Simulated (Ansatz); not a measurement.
**SnH4 (SMILES [SnH4]): the vertical energy of the triplet above the singlet from total energies**

SnH4 has 5 atoms, charge 0, and is taken as a singlet. As SMILES, `[SnH4]`. The coordinates come from a PBE0-D4/def2-TZVP relaxation.

Both states at this one shape; open shells run unrestricted unless said. 1 Eh = 27.2114 eV.

| level | program | singlet SnH4 (Eh) | triplet SnH4 (Eh) |
| --- | --- | --- | --- |
| PBE/def2-SVPD (core potential) | Ansatz | -216.636594 | -216.385987 |
| B3LYP/def2-SVPD (core potential) | Ansatz | -216.735004 | -216.474213 |
| wB97M-V/def2-SVPD (core potential) | Ansatz | -216.585009 | -216.312521 |
| MP2/def2-SVPD (core potential), 4 core orbitals frozen | Ansatz | -215.773135 | -215.498764 |

**Question.** Work out the vertical gap, second state less first, at each level.

**Answer.** 
1. PBE/def2-SVPD (core potential): -216.385987 − (-216.636594) = 0.250607 Eh = 6.82 eV.
2. B3LYP/def2-SVPD (core potential): -216.474213 − (-216.735004) = 0.260791 Eh = 7.10 eV.
3. wB97M-V/def2-SVPD (core potential): -216.312521 − (-216.585009) = 0.272488 Eh = 7.41 eV.
4. MP2/def2-SVPD (core potential): -215.498764 − (-215.773135) = 0.274371 Eh = 7.47 eV.

No measured value is set beside it here; the levels span 6.82 to 7.47 eV. Spin-orbit coupling, which splits open shells on such heavy atoms by tenths of an eV, is left out.
